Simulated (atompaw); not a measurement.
## What one change does to a pseudopotential (titanium, PAW (atompaw))

| Quantity | Value |
| --- | --- |
| Element | Ti (Z = 22) |
| Generator | atompaw 4.2.0.5 |
| Type | PAW |
| Functional | LDA (PW92) |
| Relativity | scalar-relativistic |
| Frozen core | [Ne] |
| Valence charge | 12 |
| Reference configuration | 3s2 3p6 3d2 4s2 4p0 |
| Partial waves | 3s (bound): rc 1.70 bohr; 4s (bound): rc 0.35 bohr; 3p (bound): rc 1.45 bohr; 4p (bound, empty): rc 2.10 bohr; 3d (bound): rc 1.30 bohr; 3d channel at 0.05 Ry: rc 2.10 bohr |
| Local potential | bessel scheme, radius 1.55 bohr |
| Core correction | smooth core density matched at 1.85 bohr |
| Augmentation charge | sinc compensation charge, radius 2.10 bohr; PAW radius 2.10 bohr; waves and projectors: custom polynom gramschmidtortho |

Change: local potential bessel scheme, radius 2.02 bohr.

Cutoffs: the cutoffs (Ry, on a coarse ladder) from which the occupation-weighted sum of valence levels, in a spherical-Bessel basis at the reference potential, stays within 10 and 1 mRy of its value at 400 Ry; they do not see the model core or the augmentation charge, which bear on the density cutoff.

**Question.** What does the change do?

**Answer.** The potential gets neither clearly harder nor softer (140 Ry and 200 Ry → 140 Ry and 200 Ry); the bound ghost in s disappears; the range in which the s phases agree narrows (upper end at the end of the scan → 0.7). A state that the projectors do not describe sees the local part alone, so a deeper or shallower local part can create or remove a ghost.

| quantity | base | changed |
| --- | --- | --- |
| cutoff, loose | 140 Ry | 140 Ry |
| cutoff, tight | 200 Ry | 200 Ry |
| loose cutoff by channel (10 mRy a level) | s 140 Ry, p 30 Ry, d 45 Ry | s 100 Ry, p 30 Ry, d 45 Ry |
| bound ghosts | s | none |
| s: phases at 2.11 bohr within 0.05 rad from the reference energy up to (Ry; the scan ends near 5) | to the end of the scan | 0.7 |
| p: phases at 2.11 bohr within 0.05 rad from the reference energy up to (Ry; the scan ends near 5) | to the end of the scan | to the end of the scan |
| d: phases at 2.11 bohr within 0.05 rad from the reference energy up to (Ry; the scan ends near 5) | 2.1 | 2.4 |
| lowest overlap eigenvalue by channel | s 0.13, p 0.56, d 0.09 | s 0.23, p 0.54, d 0.08 |

 A true bound ghost makes a file unfit for plane-wave use even where its test errors are small: the radial tests pick states by their node count and pass the ghost by. The cutoffs see the waves, projectors and local potential, not the compensation charge or the core.
